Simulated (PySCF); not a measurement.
C4H5FO. Atoms are numbered in the order given.

```xyz
11

O     -0.2910     2.0249     0.0000
C      0.5524     1.1620     0.0000
C      0.2429    -0.2948     0.0000
F      1.3635    -1.0772     0.0000
C     -0.9650    -0.7931     0.7506
C     -0.9650    -0.7931    -0.7506
H      1.6498     1.3863     0.0000
H     -0.8350    -1.7500     1.2623
H     -1.5574    -0.0378     1.2737
H     -0.8350    -1.7500    -1.2623
H     -1.5574    -0.0378    -1.2737
```
Charge 0, spin multiplicity 1.

Geometry optimised at B3LYP-D3(BJ)/def2-SVP. The values are those of a single conformer.

The numbers are results of PySCF with B3LYP-D3(BJ)/def2-SVP, not measurements.

Frequencies are harmonic and unscaled.

| mode | ν (cm⁻¹) | IR (km/mol) | Raman (Å⁴/amu) | depolarisation | moving atoms (share of kinetic energy) |
|---|---|---|---|---|---|
| 1 | 133 | 12.0 | 3.1 | 0.75 | H 33 %, O 32 %, C 32 % |
| 2 | 234 | 8.8 | 0.5 | 0.26 | O 40 %, C 36 %, H 15 %, F 9 % |
| 3 | 287 | 1.7 | 1.3 | 0.75 | H 47 %, C 47 % |
| 4 | 379 | 10.1 | 1.2 | 0.69 | F 47 %, C 31 %, H 15 % |
| 5 | 427 | 1.4 | 2.5 | 0.75 | C 54 %, H 25 %, F 20 % |
| 6 | 586 | 7.7 | 3.2 | 0.40 | O 34 %, F 31 %, C 23 %, H 12 % |
| 7 | 726 | 7.7 | 12.1 | 0.39 | C 64 %, H 25 %, F 9 % |
| 8 | 779 | 0.4 | 1.2 | 0.61 | H 90 %, C 9 % |
| 9 | 847 | 7.3 | 4.1 | 0.75 | C 64 %, H 35 % |
| 10 | 931 | 36.0 | 4.4 | 0.73 | H 54 %, C 32 %, F 14 % |
| 11 | 945 | 7.0 | 1.7 | 0.75 | H 63 %, C 36 % |
| 12 | 1019 | 52.3 | 14.6 | 0.55 | C 68 %, H 26 % |
| 13 | 1047 | 1.3 | 11.8 | 0.75 | C 51 %, H 47 % |
| 14 | 1058 | 26.8 | 10.6 | 0.58 | H 72 %, C 26 % |
| 15 | 1080 | 3.7 | 1.5 | 0.75 | H 65 %, C 35 % |
| 16 | 1186 | 0.0 | 4.3 | 0.75 | H 78 %, C 22 % |
| 17 | 1283 | 45.2 | 2.4 | 0.52 | C 51 %, H 39 %, F 8 % |
| 18 | 1329 | 31.4 | 22.4 | 0.11 | C 61 %, H 38 % |
| 19 | 1408 | 6.1 | 6.2 | 0.75 | H 91 %, C 9 % |
| 20 | 1408 | 38.8 | 6.3 | 0.47 | H 59 %, C 31 %, O 8 % |
| 21 | 1467 | 25.3 | 19.8 | 0.38 | H 56 %, C 43 % |
| 22 | 1840 | 131.5 | 12.2 | 0.40 | C 61 %, O 37 % |
| 23 | 2913 | 102.6 | 184.1 | 0.30 | H 92 % |
| 24 | 3132 | 0.6 | 180.0 | 0.04 | H 95 % |
| 25 | 3132 | 3.0 | 25.7 | 0.75 | H 96 % |
| 26 | 3234 | 0.1 | 87.7 | 0.75 | H 89 %, C 11 % |
| 27 | 3242 | 0.3 | 33.1 | 0.67 | H 89 %, C 11 % |
